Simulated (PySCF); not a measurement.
Bonds (- single, = double, # triple, : aromatic): C1-O2, O2-B3, B3-O4, O4-C5, C5-C6, C6-C7, C7-O8, O8-B3. C1 carries H9, H10, H11; C5 carries H12, H13; C6 carries H14, H15; C7 carries H16, H17.

All values are calculated (PySCF 2.14.0 with density-fitted response routines): spin–spin couplings from B3LYP/pcJ-1 (spin–dipole term only in couplings to heteroatoms), GIAO KT3/pcSseg-1 shieldings, geometry from PBE0-D3(BJ)/def2-SVP. Gas phase, non-relativistic, one averaged value for each set of equivalent atoms, a single conformation.

List the cross peaks expected in HSQC, COSY and HMBC spectra.

Results:



HSQC (one-bond C–H):
```csv
δH,δC,"$^{1}J$(C,H) (Hz)"
4.04 (H12/H13/H16/H17),65.2 (C5/C7),150
3.63 (H9/H10/H11),51.0 (C1),147
1.60 (H14/H15),31.0 (C6),133
```

COSY cross peaks (|J| ≥ 2 Hz):
```csv
δH,δH,abs. J (Hz),bonds
4.04 (H12/H13/H16/H17),1.60 (H14/H15),7.7,3
```

HMBC (two and three bonds, |J| ≥ 2.5 Hz):
```csv
δH,δC [abs. J in Hz]
4.04 (H12/H13/H16/H17),65.2 (C5/C7) [5.5]
```

Referencing at the same level of theory: TMS for $^{1}$H (31.32 ppm) and $^{13}$C (182.31 ppm).

Unscaled 3J(H,H) at this level run about 10 % above measured values. Shifts are as computed, not scaled to solution data. Of 1309 compounds with measured shifts, 239 miss one by over three times the rms of a fit or turn the order of signals round; such compounds aren't used in these exercises.
